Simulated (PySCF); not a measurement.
**Energy of Cr(2+) (chromium, charge +2) between two integer charges**

The 3d alpha orbital of [Ar] 3d4 is emptied in steps (occupation f), with all orbitals relaxed, ending at [Ar] 3d3. Computed with PySCF 2.14 in jorge-DZP-DKH (8s6p2d1f, 43 functions), with the spin-free X2C one-electron Hamiltonian (Gaussian nucleus). The exact energy is a straight line in f; departures are measured from the line between the end points of the same method.

Q: Among PBE0, r2SCAN, LC-wPBE, which shows the largest delocalisation error (convex curve), and which is closest to linear?

A: Most convex: r2SCAN (-1.807 eV at f = 0.4); closest to linear: LC-wPBE (-0.711 eV).

| f | PBE0 (eV) | r2SCAN (eV) | LC-wPBE (eV) |
| --- | --- | --- | --- |
| 1 | 0.000 | 0.000 | 0.000 |
| 0.8 | -0.893 | -1.191 | -0.459 |
| 0.6 | -1.350 | -1.798 | -0.700 |
| 0.4 | -1.361 | -1.807 | -0.711 |
| 0.2 | -0.914 | -1.210 | -0.481 |
| 0 | 0.000 | 0.000 | 0.000 |

```
 method  E(f=0) − E(f=1) (eV)  −ε at f=1 (eV)  −ε at f=0.4 (eV)
   PBE0                31.555          26.024            32.638
 r2SCAN                31.316          23.926            32.779
LC-wPBE                31.664          28.845            32.204
```

Reference removal energy between the ground levels: 30.959 ± 0.025 eV (measured; NIST Atomic Spectra Database, ionization energies). The calculation has no spin-orbit coupling. The determinant left behind need not be the lowest term of the ion.
